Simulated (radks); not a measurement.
Excited configurations of Xe IV: one electron is placed in a higher orbital outside [Kr] 4d10 5s2 5p2. The ground configuration is [Kr] 4d10 5s2 5p3. Calculated with a radial shooting solver on a logarithmic mesh with Libxc functionals: scalar-relativistic Kohn-Sham, LDA (Slater exchange, Perdew-Wang correlation), spin-polarised, spherical densities, finite nucleus; open shells are filled with parallel spins first (spin-orbit coupling, left out, can overturn this in heavy ions); Fermi nuclear charge, rms radius 4.7859 fm. Excitation = E - E(ground); binding = E(ion) - E, where the ion is the core of charge +4; n* = 4/sqrt(2 binding) in atomic units, and the quantum defect is n - n*.

outer orbital	excitation (eV)	binding (eV)	n*	quantum defect
4f	21.893	21.595	3.175	0.825
5d	17.204	26.285	2.878	2.122
5f	30.676	12.812	4.122	0.878
6s	19.906	23.582	3.038	2.962
6p	24.021	19.468	3.344	2.656
6d	29.544	13.945	3.951	2.049
6f	34.932	8.556	5.044	0.956
7s	30.114	13.374	4.034	2.966
7p	31.912	11.576	4.336	2.664
7d	34.565	8.923	4.939	2.061
7f	37.416	6.072	5.987	1.013

The Delta-SCF ionisation energy is 43.488 eV (NIST Atomic Spectra Database: 42.2 eV, measured). Self-interaction in the functional shifts the binding energies and quantum defects, so they are the method's values and not measured ones. Open shells are spherical and high-spin; term and fine-structure splittings are not resolved. Spin-orbit splitting is averaged out at the scalar-relativistic level.
